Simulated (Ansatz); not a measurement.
Cl4MoO, charge -1, doublet, geometry from GFN2-xTB (such geometries of metal compounds can be far from the true shape) (the multiplicity is a formal guess) (core potentials on Mo) (a gas-phase anion, which may not be bound at this level); BLYP/def2-TZVP (Ansatz, a program for electronic structure).

Here is a job for Ansatz.
Ansatz 0.2 input:
```yaml
crystal:
  periodic: [false, false, false]
  atoms:
    - {symbol: Mo, position_ang: [0.18481073, -0.20270312, 0.16350579]}
    - {symbol: O, position_ang: [1.13513898, -1.24503705, 1.00428040]}
    - {symbol: Cl, position_ang: [-1.22859589, -1.44997129, -1.24480088]}
    - {symbol: Cl, position_ang: [0.73320875, 1.99331915, 0.80652187]}
    - {symbol: Cl, position_ang: [1.28485643, 0.36301879, -1.83813904]}
    - {symbol: Cl, position_ang: [-1.78024356, 0.18032907, 1.39986003]}
basis:
  gaussian:
    orbitals: def2-TZVP
    final_grid: {core_spheres: 14, valence_spheres: 28, degree: 59}
hamiltonian:
  xc: blyp
total_charge: -1
magnetization: {spin_polarized: true, initial_magnetization: 1}
```

What the program printed (banner, timings and long lists left out):

```
Functional definition: BLYP
1483 factors; their error is unknown
mean field evaluation 1: about -53997.9844 eV, gradient 4.6e1 eV
mean field evaluation 2: about -53782.2367 eV, gradient 2.2e2 eV
mean field evaluation 4: about -54004.9724 eV, gradient 7.7e0 eV
mean field evaluation 8: about -54005.2287 eV, gradient 2.8e-1 eV
mean field evaluation 16: about -54005.2218 eV, gradient 5.0e-4 eV
mean field -54005.22181067 eV, -1984.6552954879 hartree, gradient 2.4e-5 eV, S^2 0.753129; 0 other end points of the search recorded, 0 dependent functions left out
reference -54005.22222674 eV, -1984.6553107781 hartree; 46, 45 occupied and 173, 174 virtual orbitals, 1483 factors
Total energy: -54005.22222674 eV, -1984.6553107781 hartree
```
